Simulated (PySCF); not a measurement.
Sn(NH2)2 (H4N2Sn), SMILES [NH2][Sn][NH2] (connectivity only; charge and spin as stated), neutral, multiplicity 1.

Geometry optimised at B3LYP-D3(BJ)/def2-SVP. The def2 effective core potentials stand for the cores of Sn; spin–orbit coupling is left out. The values are those of a single conformer.

Level of theory: PySCF with IEF-PCM-ωB97X/def2-SVP.

The values are the electrostatic part of the solvation free energy, E(continuum) − E(gas) at the gas-phase geometry, in a cavity of scaled van der Waals radii (PySCF's table); cavitation and dispersion terms are not included. A continuum can't describe solvent molecules that bind to the metal. In vacuum the orbital gap is 9.57 eV. The dipole moment in vacuum is 0.67 D.

Computed values in water (ε = 78.36), N,N-dimethylformamide (ε = 37.22), 1-octanol (ε = 9.86):
```
solvent                    ε  ΔG(elec) (kcal/mol)  dipole (D)  gap (eV)
---------------------  -----  -------------------  ----------  --------
water                  78.36                 -3.9        0.85      9.62
N,N-dimethylformamide  37.22                 -3.8        0.84      9.61
1-octanol               9.86                 -3.3        0.82      9.61
```
